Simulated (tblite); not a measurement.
C₇H₁₄BN.
Structure used (GFN2-xTB), in Å, numbered top down from 1:
```
atom  x, y, z in Å
C1     2.2981    2.2226   -0.0730
C2     1.6454    1.2480    0.1684
C3     0.8665    0.0562    0.4366
C4     1.2790   -1.1474   -0.4239
C5     0.0757   -2.1072   -0.4028
B6    -1.1436   -1.3046    0.3403
N7    -0.5850    0.2417    0.2217
C8    -0.8617    0.7807   -1.1074
C9    -1.1570    1.1312    1.2246
H10    2.8811    3.0718   -0.2738
H11    0.9882   -0.2172    1.4909
H12    1.5180   -0.8151   -1.4369
H13    2.1836   -1.5966   -0.0121
H14   -0.1672   -2.4143   -1.4210
H15    0.3397   -3.0198    0.1307
H16   -1.2123   -1.5408    1.5089
H17   -2.2021   -1.3486   -0.2013
H18   -0.5073    0.0891   -1.8652
H19   -1.9371    0.8932   -1.2271
H20   -0.3770    1.7511   -1.2441
H21   -2.2357    1.1774    1.0872
H22   -0.9588    0.7385    2.2198
H23   -0.7355    2.1373    1.1427
```

Method: GFN2-xTB as coded in tblite; computed harmonic values from a numerical Hessian at the method's own geometry, unscaled. Errors from tens to a few hundred cm⁻¹ against measured bands are possible. Modes of hydrogen on boron can be 10 to 20 % off. One conformer, not necessarily the lowest.

Harmonic wavenumbers (cm⁻¹): 86.7, 109.0, 131.6, 209.2, 232.2, 254.5, 283.2, 330.6, 361.4, 389.0, 461.6, 487.0, 530.5, 576.9, 645.8, 660.1, 693.4, 729.3, 800.1, 857.3, 896.8, 943.3, 984.7, 1027.2, 1032.0, 1045.7, 1051.6, 1080.1, 1088.0, 1089.9, 1137.5, 1182.9, 1208.6, 1222.8, 1243.4, 1252.0, 1254.9, 1273.8, 1312.9, 1314.8, 1404.1, 1424.2, 1465.0, 1476.0, 1477.2, 1491.1, 1510.0, 1534.3, 2281.0, 2424.6, 2468.7, 2922.4, 2956.8, 2961.2, 2970.1, 2982.0, 2990.7, 3011.5, 3030.2, 3037.4, 3038.5, 3071.0, 3392.1.

A = 2302, B = 1541, C = 1163 MHz; mass 123.122 u (most abundant isotopes); point group C1, symmetry number 1.

Q: What is the zero-point energy?

A: ½Σν̃ = 43396 cm⁻¹ = 519.13 kJ/mol.

Q: What is S at 400 K and 1 bar for an ideal gas of classical rigid rotors and harmonic oscillators?

A: Translation 174.99, rotation 123.94, vibration 157.07: S = 456.0 J/(mol K).

Q: And Cp and H(400 K) − H(0)?

A: Cp = 224.53 J/(mol K), of which vibrations give 191.28 (their classical limit is 63 R = 523.8); H(400 K) − H(0) = 49.08 kJ/mol without the zero-point energy, 35.78 from vibrations.

Q: Blend soft modes into free rotors: weight 1/[1 + (100 cm⁻¹/ν̃)⁴] for the oscillator and the rest for a rotor with moment μB/(μ + B), μ = h/(8π²ν), B = 10⁻⁴⁴ kg m². What vibrational entropy results?

A: 152.29 J/(mol K) in place of 157.07, which changes −T·S at 400 K by +1.91 kJ/mol.

Q: How do the functions run with temperature in this model?

A: 
```
 T (K)  S (J/(mol K))  Cp (J/(mol K))  H − H(0) (kJ/mol)  G − H(0) (kJ/mol)  ln q(vib)
    50          235.1            46.8               1.86              -9.89       0.16
   100          275.3            72.0               4.83             -22.69       0.89
298.15          398.0           172.1              28.85             -89.81       5.45
373.15          440.9           211.2              43.23            -121.28       7.41
   500          511.1           269.6              73.85            -181.69      10.86
   750          637.4           352.9             152.43            -325.61      17.75
  1000          747.0           407.9             247.97            -498.98      24.40
```

q(vib) and H(0) count from the zero-point level.

Hindered rotation and anharmonicity are outside this model. Other conformers, if any are populated, would add a mixing term that is left out. The structure is chiral; the term R ln 2 for an equal mix with its mirror image is left out.
